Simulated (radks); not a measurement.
Cl4+, configuration [Ne] 3s2 3p1. All-electron calculation, non-relativistic Kohn-Sham, PBE, spin-polarised, spherical densities, point nucleus; open shells are filled with parallel spins first. Program: a radial shooting solver on a logarithmic mesh with Libxc functionals.

X-ray form factor f0, the Fourier transform of the density (f0(0) = 13):

sin(theta)/lambda (1/angstrom),f0 (electrons)
0.05,12.849
0.1,12.424
0.15,11.794
0.2,11.053
0.25,10.286
0.3,9.557
0.4,8.323
0.5,7.370
0.6,6.579
0.8,5.177
1,3.964
1.25,2.841
1.5,2.140
2,1.493
